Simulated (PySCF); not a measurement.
# Computed against measured: harmonic wavenumber ωe

MP2, PBE0, PBE in PySCF with x2c-SVPall on every atom, spin-free X2C, for the lowest determinant that a PBE0 search found; no spin–orbit coupling. Measured values: Huber and Herzberg, Constants of Diatomic Molecules (1979).

```csv
molecule,measured (cm⁻¹),MP2,PBE0,PBE
N2,2358.57,2235,2528,2392
BeO,1487.32,1348,1527,1437
RbH,936.94,939,945,917
BaS,379.42,378,396,378
MgH,1495.2,1543,1448,1396
HI,2309.014,2406,2351,2263
IF,610.24,618,631,591
KI,186.53,186,189,186
```

Give the mean signed and mean absolute error of each level in %, and name the best.

MP2 -0.8 and 3.0; PBE0 +2.3 and 3.1; PBE -2.1 and 2.4. On this set PBE is closest. CCSD(T) and MP2 converge slowly with the basis and look worse in a small one than at the limit.

Which molecule does PBE miss most?

MgH, by -6.6 %.

The molecules are drawn from runs that passed checks on state, spin purity and fit, so the hardest cases are missing and the errors look smaller than over all diatomics.

Correlated steps freeze the inner cores (1 to 23 orbitals); shallow outer-core shells are correlated. Spin–orbit coupling is left out. States were picked by a PBE0 search and need not be the measured ground states.
